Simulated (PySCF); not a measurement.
Geometry (Å), atoms numbered from 1 in this order:
```xyz
12

F    -0.3610    3.3150   -0.1359
P    -0.1492    1.9035   -0.8826
F     1.4390    2.0471   -1.1733
P     0.0014    0.6059    0.9369
Si    1.5794   -0.7932    0.1009
Si   -1.7642   -0.7163    0.3969
H     1.4640   -0.9510   -1.3805
H     1.3366   -2.1171    0.7497
H     2.9326   -0.2884    0.4611
H    -1.9013   -1.7323    1.4800
H    -1.5878   -1.4108   -0.9165
H    -2.9882    0.1366    0.3382
```

Geometry: PBE0-D3(BJ)/def2-SVP; GIAO shifts from PySCF 2.14.0 with density-fitted response routines, gas phase, non-relativistic, averaged over equivalent atoms.

At HF/pcSseg-1 (160 basis functions, 6.9 s wall time on 1 thread of an x86-64 server CPU, shared host):
| atoms | δ (ppm) |
| --- | --- |
| F1/F3 | -85.0 |
| P2 | 285.8 |
| P4 | -224.9 |
| Si5/Si6 | -66.9 |
| H7/H8/H9/H10/H11/H12 | 3.84 |

Scale: ¹⁹F (σref 246.35) against CFCl3; ³¹P (σref 356.22) vs H3PO4; ²⁹Si (σref 393.43), ¹H (σref 31.69) against TMS (reference shieldings calculated alike).

Problem. Predict the values at BP86/pcSseg-1 on the same geometry.

Solution. 
| atoms | δ at BP86/pcSseg-1 | change |
| --- | --- | --- |
| F1/F3 | -99.8 | -14.8 |
| P2 | 342.1 | +56.3 |
| P4 | -200.4 | +24.5 |
| Si5/Si6 | -79.6 | -12.7 |
| H7/H8/H9/H10/H11/H12 | 4.12 | +0.28 |

References, each an isolated molecule treated in the same way: ¹⁹F (σ = 144.75 ppm) vs CFCl3; ³¹P (σ = 294.54 ppm) vs H3PO4; ²⁹Si (σ = 333.91 ppm), ¹H (σ = 31.27 ppm) vs TMS.

The largest change is at P2 (phosphorus bonded to 2 F, P). Cost: 160 basis functions, 15 s wall time on 1 thread of an x86-64 server CPU, shared host.

Unscaled 19F shifts against computed CFCl3 carry errors that often reach 10 to 50 ppm. Experimental scales use liquid or dissolved standards, which lie at an offset from isolated H3PO4.
